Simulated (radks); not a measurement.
These are the eigenvalues of the occupied orbitals of an atom or ion with whole-number occupations (eV). Method: scalar-relativistic Kohn-Sham, LDA (Slater exchange, Perdew-Wang correlation), spin-unpolarised, spherical densities, point nucleus; computed with a radial shooting solver on a logarithmic mesh with Libxc functionals.

| orbital | eigenvalue |
|---|---|
| 1s | -7639.309 |
| 2s | -960.5392 |
| 2p | -832.8194 |
| 3s | -162.1242 |
| 3p | -125.2737 |
| 3d | -66.2560 |

Which element is it, and in what charge state? The configuration may be excited.

Answer. Z = 27, cobalt, charge +4: Co4+ in [Ar] 3d5. The list shows which subshells hold electrons but not how many an open one holds; the 1s level, -280.74 hartree, gives Z - s = 23.7 by -(Z - s)^2/2, which with screening and relativity narrows Z to a few neighbours, and the depths of the outer levels then fix element, charge and occupations together.
